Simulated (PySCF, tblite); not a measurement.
Isomers of C5H6Cl2O2. Calculated harmonic vibrations of the isolated species, GFN2-xTB (tblite), most abundant isotopes, no scaling. The method is semi-empirical: single wavenumbers can be off by several per cent or more. One conformer each.

Electronic energies: PBE0/pcSseg-1 single points on the GFN2-xTB geometries (PySCF, gas phase).

```tsv
SMILES	electronic energy, lowest = 0 (kcal/mol)
CC(C)(C(=O)Cl)C(=O)Cl	4.7
CO/C(C(=O)Cl)=C(\C)Cl	36.5
O=C(Cl)CCCC(=O)Cl	0.0
C=C(C(=O)OC)C(Cl)Cl	25.7
```

Question: How do GFN2-xTB zero-point energies change the relative energies?

Answer: 
```json
{"SMILES": "O=C(Cl)CCCC(=O)Cl", "ZPE (kcal/mol)": "64.3", "of it from modes above 1550 cm⁻¹": "30.9", "electronic (kcal/mol)": "0.0", "with ZPE, lowest = 0 (kcal/mol)": "0.0", "lowest mode (cm⁻¹)": "29", "rings": "0"}
{"SMILES": "CC(C)(C(=O)Cl)C(=O)Cl", "ZPE (kcal/mol)": "63.8", "of it from modes above 1550 cm⁻¹": "31.4", "electronic (kcal/mol)": "4.7", "with ZPE, lowest = 0 (kcal/mol)": "4.3", "lowest mode (cm⁻¹)": "41", "rings": "0"}
{"SMILES": "C=C(C(=O)OC)C(Cl)Cl", "ZPE (kcal/mol)": "63.1", "of it from modes above 1550 cm⁻¹": "30.9", "electronic (kcal/mol)": "25.7", "with ZPE, lowest = 0 (kcal/mol)": "24.6", "lowest mode (cm⁻¹)": "7i", "rings": "0"}
{"SMILES": "CO/C(C(=O)Cl)=C(\\C)Cl", "ZPE (kcal/mol)": "63.0", "of it from modes above 1550 cm⁻¹": "30.6", "electronic (kcal/mol)": "36.5", "with ZPE, lowest = 0 (kcal/mol)": "35.3", "lowest mode (cm⁻¹)": "33", "rings": "0"}
```

The zero-point energies span 1.3 kcal/mol, from `CO/C(C(=O)Cl)=C(\C)Cl` to `O=C(Cl)CCCC(=O)Cl`. Slightly imaginary modes are left out of the zero-point energy: `C=C(C(=O)OC)C(Cl)Cl` 7.0i cm⁻¹. The order is unchanged.

Question: And how do the electronic energies of GFN2-xTB itself compare?

Answer: `O=C(Cl)CCCC(=O)Cl` 0.0; `CC(C)(C(=O)Cl)C(=O)Cl` 0.8; `C=C(C(=O)OC)C(Cl)Cl` 18.2; `CO/C(C(=O)Cl)=C(\C)Cl` 18.8 kcal/mol, lowest = 0. Against the energies above, taken from the same isomer `O=C(Cl)CCCC(=O)Cl`, the largest difference is 17.7 kcal/mol.

Question: What do entropy and thermal enthalpy add at 298.15 K and 1 bar (rigid rotor, harmonic oscillator, one conformer each)?

Answer: 
| SMILES | point group | symmetry number | S (cal/(mol K)) | H − H(0) (kcal/mol) | ZPE + H − H(0) − TS (kcal/mol) |
| --- | --- | --- | --- | --- | --- |
| O=C(Cl)CCCC(=O)Cl | C1 | 1 | 105.2 | 6.97 | 39.9 |
| CC(C)(C(=O)Cl)C(=O)Cl | C2 | 2 | 101.5 | 7.24 | 40.8 |
| CO/C(C(=O)Cl)=C(\C)Cl | C1 | 1 | 104.2 | 7.35 | 39.3 |

Not tabulated: `C=C(C(=O)OC)C(Cl)Cl` (lowest mode only 7i cm⁻¹).
